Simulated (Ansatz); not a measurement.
Consider the ligand exchange at the Al–C bond: `C=[C]([AlH2])C(C)=N` + `CB[TeH]` → `CB[Te][AlH2]` + `C=CC(C)=N`.

Gas-phase electronic energies from Ansatz, PBE0-D4/def2-TZVP geometries. CCSD(T)/CBS is the MP2 limit (def2-TZVPP, def2-QZVPP) plus CCSD(T) − MP2 in def2-TZVPP, frozen cores. DFT in def2-TZVPP. B3LYP here is the variant with VWN-RPA as its local correlation; programs differ in this. Elements past krypton have def2 core potentials. For Te outer-core shells are correlated without core-valence functions, which leaves a few kJ/mol of doubt a bond. One conformer a species, not always the lowest.

| level | ΔE (kJ/mol) | difference from CCSD(T)/CBS |
| --- | --- | --- |
| PBE-D4 | -101.7 | 2.7 |
| r2SCAN-D4 | -103.5 | 0.9 |
| B3LYP-D4 | -99.0 | 5.4 |
| ωB97M-V | -98.0 | 6.4 |
| PBE | -103.4 | 1.0 |
| r2SCAN | -104.1 | 0.3 |
| B3LYP | -101.6 | 2.8 |
| HF/def2-TZVPP | -110.6 | -6.2 |
| MP2/def2-TZVPP | -106.0 | -1.6 |
| SCS-MP2/def2-TZVPP | -103.2 | 1.2 |
| CCSD/def2-TZVPP | -101.5 | 2.9 |
| CCSD(T)/def2-TZVPP | -100.5 | 3.9 |
| HF/def2-QZVPP | -109.6 | -5.2 |
| MP2/def2-QZVPP | -107.9 | -3.5 |
| SCS-MP2/def2-QZVPP | -105.2 | -0.8 |
| MP2/CBS(def2) | -109.9 | -5.5 |
| CCSD(T)/CBS | -104.4 | 0 |

Largest T1 diagnostic among the species: 0.013.

In def2-TZVPP, CCSD(T) changes the Hartree–Fock value by +10.1 kJ/mol (the triples alone add +1.0 kJ/mol) and MP2 by +4.6 kJ/mol. From PBE to PBE0 (25 % exact exchange), in def2-TZVPP and without D4, ΔE moves by −3.8 kJ/mol.
